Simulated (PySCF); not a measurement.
Run record: excited-state job, `O=COCOC=O`.

Method: TDDFT PBE0/def2-SVPD, vertical, gas phase, core orbitals frozen in the response (PySCF 2.14.0, density-fitted response routines). Geometry: GFN2-xTB. The command runs a driver script over a list of jobs; the input below is this job's line of settings and its coordinates in Å.

Command:
```bash
OMP_NUM_THREADS=1 python probes_run.py task.json out
```

Input:
```
{"job": {"kind": "uv", "xc": "PBE0", "basis": "def2-SVPD", "nstates": 6, "ntriplets": 2}, "charge": 0, "multiplicity": 1}
O      2.177435    -0.058929     1.721073
C      2.030196     0.472052     0.666606
O      1.047250     0.245015    -0.208605
C      0.040432    -0.669096     0.168431
O     -1.030201     0.014968     0.783781
C     -2.074218     0.341788     0.018895
O     -2.226329     0.068319    -1.129215
H      2.704373     1.227653     0.234504
H     -0.304851    -1.158849    -0.749215
H      0.433240    -1.378026     0.906210
H     -2.791903     0.897774     0.641412
```

Output:
```
coarse grid: 10088 points
cycle   1  E = -416.5638475129  dE =  1.401e+00  |g| = 1.120e+00  |ddm| = 4.395e+00
cycle   2  E = -415.9230733814  dE =  6.408e-01  |g| = 2.139e+00  |ddm| = 2.738e+00
cycle   3  E = -416.7870183719  dE = -8.639e-01  |g| = 3.231e-01  |ddm| = 1.931e+00
cycle   4  E = -416.8053318259  dE = -1.831e-02  |g| = 9.244e-02  |ddm| = 3.062e-01
cycle   5  E = -416.8068439095  dE = -1.512e-03  |g| = 1.332e-02  |ddm| = 7.478e-02
cycle   6  E = -416.8068746115  dE = -3.070e-05  |g| = 5.271e-03  |ddm| = 1.885e-02
cycle   7  E = -416.8068810038  dE = -6.392e-06  |g| = 8.332e-04  |ddm| = 5.950e-03
final grid: 99944 points
cycle   8  E = -416.8879295208  dE = -1.429e-05  |g| = 1.410e-02  |ddm| = 7.391e-02
cycle   9  E = -416.8878756636  dE =  5.386e-05  |g| = 2.224e-02  |ddm| = 2.926e-02
cycle  10  E = -416.8879639978  dE = -8.833e-05  |g| = 2.519e-03  |ddm| = 1.815e-02
cycle  11  E = -416.8879651687  dE = -1.171e-06  |g| = 2.497e-04  |ddm| = 1.948e-03
cycle  12  E = -416.8879651797  dE = -1.098e-08  |g| = 1.091e-04  |ddm| = 3.653e-04
cycle  13  E = -416.8879651824  dE = -2.743e-09  |g| = 1.829e-05  |ddm| = 1.317e-04
cycle  14  E = -416.8879651825  dE = -6.730e-11  |g| = 6.405e-06  |ddm| = 2.624e-05
converged SCF energy = -416.8879651825

Static polarisability (au): isotropic 50.976, principal 41.335 46.696 64.896

Singlet excitations
state   eV       nm        f      main configurations
  1   5.9331    209.0   0.00133   H->L 0.28, H-1->L 0.27, H->L+1 0.27
  2   5.9434    208.6   0.00136   H-1->L+1 0.29, H-1->L 0.26, H->L 0.25
  3   7.4944    165.4   0.00030   H-1->L+1 0.52, H->L 0.46
  4   7.5562    164.1   0.03147   H->L+1 0.54, H-1->L 0.44
  5   7.9064    156.8   0.09257   H-2->L 0.80
  6   8.0199    154.6   0.00401   H-2->L+1 0.65, H-3->L 0.17, H-4->L+1 0.10

Triplet excitations (Tamm-Dancoff, eV): 5.3257 5.3369
```

The SCF starts on a coarse grid where the log names one; the energy can jump when the final grid takes over, and dE then counts from the start density on the new grid. H and L stand for HOMO and LUMO; the number after each pair is its weight.

Question: Give S1 in cm⁻¹ and kJ/mol.

Answer: 5.9331 eV × 8065.54 = 47854 cm⁻¹; × 96.485 = 572.5 kJ/mol.

Question: Give the mean polarisability as a volume in Å³, and the ratio of the largest to the smallest principal value.

Answer: 50.976 au × 0.148185 = 7.55 Å³; 64.896/41.335 = 1.57.

Summary of the converged run: HOMO -8.88 eV, LUMO -0.59 eV; lowest singlet 5.93 eV; lowest triplet 5.33 eV (Tamm–Dancoff); mean polarisability 51.0 au.

Time: 22 s of wall time (with the writing of density and orbital grids); peak memory 0.74 GiB. Hardware: Intel Xeon Platinum 8488C, one thread, on a shared host.

One conformer stands for the species.
Labels such as C1 count atoms from 1, the log's own numbers from 0.
